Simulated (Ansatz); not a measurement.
Program: Ansatz. Geometries: PBE0-D4/def2-TZVP. ΔE: electronic, gas phase. CBS: MP2 limit from def2 TZ/QZ plus the TZ coupled-cluster correction, frozen cores. This one scheme is used for every species, atoms too. DFT in def2-TZVPP. No spin–orbit coupling; open shells (•) take unrestricted orbitals. Spin–orbit coupling would lower the free atoms: a little for C, F; clearly for Ge. Bonds to Ge are less sure, by a few kJ/mol each and by 10 to 20 or more in all where they break to atoms, as the def2 sets lack core-valence functions. Scalar relativity is left out up to krypton.

`F[C]1=[C](F)[GeH2]1` → 2 C• + 2 F• + Ge• + 2 H•  (atomization)

| level | ΔE (kcal/mol) |
| --- | --- |
| PBE-D4 | 619.9 |
| ωB97X-V | 591.1 |
| HF/def2-TZVPP | 379.3 |
| CCSD/CBS(def2) | 571.6 |

What does CCSD(T)/CBS give? (Best estimate.)

Ansatz gave: +588.0 kcal/mol. The listed levels differ from it by 31.9, 3.1, -208.7, -16.4 kcal/mol.

Largest T1 diagnostic among the species: 0.014.

In def2-TZVPP, CCSD(T) changes the Hartree–Fock value by +192.0 kcal/mol (the triples alone add +16.4 kcal/mol) and MP2 by +214.6 kcal/mol; breaking electron pairs costs correlation energy, which Hartree–Fock lacks. From PBE to PBE0 (25 % exact exchange), in def2-TZVPP and without D4, ΔE moves by −24.9 kcal/mol: exact exchange takes away binding that semilocal exchange gives to molecules.

For atomizations the MP2-based limit and the directly extrapolated one differ by several kJ/mol either way, and by 10 to 25 for some Ge, Se and Sn compounds, so smaller differences from it don't rank the levels.
